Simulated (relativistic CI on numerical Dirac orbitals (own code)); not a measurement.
# Slater and spin-orbit integrals, Rh26+

These numbers are calculated, not measured: Dirac-Coulomb-Breit CI, separate exchange-only KLI orbitals for each configuration, a model potential for QED, unscaled Slater integrals (own radial code, finite nucleus).

Slater integrals F^k, G^k are unscaled and averaged over j, outside the closed core [Ne]; ζ comes from projecting the Hamiltonian with its Breit term on Σ l·s of the shell.

- 3s2 3p6 3d: ζ(3d) = 21303 cm⁻¹; <r>(3d) = 0.3124, <r^2>(3d) = 0.1134 (bohr units).
- 3s2 3p5 3d2: ζ(3p) = 167700, F^2(3d,3d) = 325320, F^4(3d,3d) = 209850, F^2(3p,3d) = 285510, G^1(3p,3d) = 309430, G^3(3p,3d) = 205380, ζ(3d) = 20971 cm⁻¹; <r>(3p) = 0.3488, <r^2>(3p) = 0.1404, <r>(3d) = 0.3131, <r^2>(3d) = 0.1139 (bohr units).
- 3s 3p6 3d2: F^2(3d,3d) = 324930, F^4(3d,3d) = 209590, G^2(3s,3d) = 232700, ζ(3d) = 21150 cm⁻¹; <r>(3s) = 0.3572, <r^2>(3s) = 0.1452, <r>(3d) = 0.3135, <r^2>(3d) = 0.1142 (bohr units).

Q: Give the Racah parameters of the d shell in 3s2 3p5 3d2.

A: B = F²/49 − 5F⁴/441 = 4260 cm⁻¹ and C = 35F⁴/441 = 16655 cm⁻¹.

Averages of the first 10 configurations, taken without configuration mixing, which lowers the lowest level and can move excited configurations by several eV; other configurations of the list can lie among them:

```
Configuration  Parity  States  Average energy above the lowest level (eV)
   3s2 3p6 3d    even      10                                         4.5
  3s2 3p5 3d2     odd     270                                       158.2
   3s 3p6 3d2    even      90                                       283.4
   3s2 3p6 4s    even       2                                       544.5
   3s2 3p6 4p     odd       6                                       589.1
   3s2 3p6 4d    even      10                                       650.0
   3s2 3p6 4f     odd      14                                       701.2
3s2 3p5 3d 4s     odd     120                                       692.8
3s2 3p5 3d 4p    even     360                                       737.5
      3p6 3d3    even     120                                       568.5
```
